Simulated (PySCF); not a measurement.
**Computed vibrations of [OsOCl4]2+**

[OsOCl4]2+ (singlet). PySCF 2.14.0, RKS PBE0, Os def2-SVP with ECP60, O def2-SVP, Cl def2-SVP; non-relativistic Hamiltonian with scalar-relativistic core potentials where named; density fitting; no spin-orbit coupling. Central differences of gradients.

```xyz
6

Os    0.0000    0.0000    0.1689
O     0.0000    0.0000    1.8476
Cl    0.0000    0.0000   -2.0927
Cl    2.1917    0.0000    0.1068
Cl   -1.0959    1.8981    0.1068
Cl   -1.0958   -1.8981    0.1068
```

Run from Python with OMP_NUM_THREADS=2. Where DIIS fails, smearing, a level shift and second-order steps follow.
It took 78 s on 2 threads of Arm Neoverse V1, with other jobs on the host.

Problem. What are the harmonic wavenumbers and infrared intensities?

Solution. Modes are labelled in C3v; negative numbers are unstable modes, those under 60 cm⁻¹ near the noise; a finer grid moves soft modes by up to 10 cm⁻¹.
| cm⁻¹ | km/mol | symmetry |
| --- | --- | --- |
| -88 | – | e |
| -88 | – | e |
| 130 | 0.4 | e |
| 130 | 0.4 | e |
| 212 | 0.3 | a1 |
| 266 | 4.7 | e |
| 266 | 4.7 | e |
| 369 | 10.4 | a1 |
| 425 | 1.9 | a1 |
| 438 | 9.9 | e |
| 438 | 9.9 | e |
| 1002 | 40.2 | a1 |

Problem. Is this a minimum?

Solution. No: 2 unstable; the lowest moves the atoms so:
```
Os  -0.04 -0.07  0.00
O    0.38  0.67  0.00
Cl   0.23  0.41  0.00
Cl   0.03 -0.27 -0.07
Cl  -0.25 -0.11 -0.07
Cl   0.03  0.05  0.14
```
